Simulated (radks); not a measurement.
The numbers below are computed, except where a source is named.
All-electron atom: the lutetium ion Lu23+ in [Kr] 4d10 4f2. Level of theory: scalar-relativistic Kohn-Sham, PBE, spin-polarised, spherical densities, finite nucleus; open shells are filled with parallel spins first (spin-orbit coupling, left out, can overturn this in heavy ions); Fermi nuclear charge, rms radius 5.37 fm (a radial shooting solver on a logarithmic mesh with Libxc functionals).

Normalised radial functions P(r) = r R(r), r in bohr:

r	4p up	4f down
0.0007065	0.0023	0.0000
0.00092	0.0036	0.0000
0.001188	0.0055	0.0000
0.001547	0.0086	0.0000
0.002015	0.0134	0.0000
0.002603	0.0205	0.0000
0.003389	0.0319	0.0000
0.004413	0.0492	0.0000
0.005701	0.0746	0.0000
0.007423	0.1133	0.0000
0.009666	0.1693	0.0001
0.01249	0.2445	0.0002
0.01626	0.3461	0.0005
0.02117	0.4685	0.0014
0.02735	0.5914	0.0034
0.03561	0.6860	0.0083
0.04637	0.6861	0.0199
0.0599	0.5238	0.0445
0.07799	0.1418	0.0968
0.1016	-0.4050	0.1976
0.1312	-0.8841	0.3660
0.1708	-0.9844	0.6299
0.2224	-0.4359	0.9686
0.2873	0.5652	1.2945
0.3741	1.4796	1.4977
0.4872	1.6787	1.4373
0.6293	1.1922	1.1124
0.8195	0.5279	0.6472
1.067	0.1368	0.2615
1.378	0.0195	0.0678
1.795	0.0011	0.0089
2.337	0.0000	0.0005

4p up: eigenvalue -1009.1 eV, 2 radial nodes at r = 0.0839, 0.251 bohr, <r> = 0.477 bohr, 90 % of the charge inside 0.686 bohr. 4f down (empty): eigenvalue -641.70 eV, 0 radial nodes, <r> = 0.486 bohr, 90 % of the charge inside 0.741 bohr.
